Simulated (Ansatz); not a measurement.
Vertical ionisation energy (eV) of eight silicon and germanium compounds: PBE beside CAM-B3LYP, computed with Ansatz (a first-principles code) for isolated molecules in the bases named; differences from unrounded values. The eight are the first of their class met in an unordered collection, after screening for sound electronic states; none was chosen by its value. Functionals give these values as differences of separate SCF runs (ΔSCF), EOM-CCSD as a root; each molecule has one DFT geometry for both levels.

| molecule | basis | CAM-B3LYP | PBE | difference |
|---|---|---|---|---|
| difluoro(silyloxy)silane (F2H4OSi2), SMILES O([SiH3])[SiH](F)F | def2-SVPD | 11.98 | 11.22 | -0.77 |
| C3H13NSi2, SMILES CNC(C)([SiH3])[SiH3] | def2-SVPD | 8.61 | 8.32 | -0.29 |
| AsF₃H₂Si, SMILES F[Si](F)(F)[AsH2] | def2-SVPD | 11.00 | 10.72 | -0.29 |
| Si(Cl)(OH)(NH2)2 (ClH5N2OSi), SMILES Cl[Si](N)(O)N | def2-SVPD | 10.22 | 9.35 | -0.87 |
| C4H10OSi, SMILES C[C@H]1OC[Si@H]1C | def2-SVPD | 9.06 | 8.60 | -0.46 |
| CH₁₀FNSi₃, SMILES N[C@H]([SiH3])[Si@@H](F)[SiH3] | def2-SVPD | 9.10 | 8.62 | -0.48 |
| C₄H₁₃NSi, SMILES CC(C)N(C)[SiH3] | def2-SVPD | 8.21 | 7.95 | -0.25 |
| Si(F)(Br)(OH)(NH2) (BrFH3NOSi), SMILES N[Si](O)(F)Br | def2-SVPD | 10.59 | 9.94 | -0.65 |

PBE lies below CAM-B3LYP in 8 and above it in 0 of the eight; the mean signed difference is -0.51 and the largest -0.87 eV.
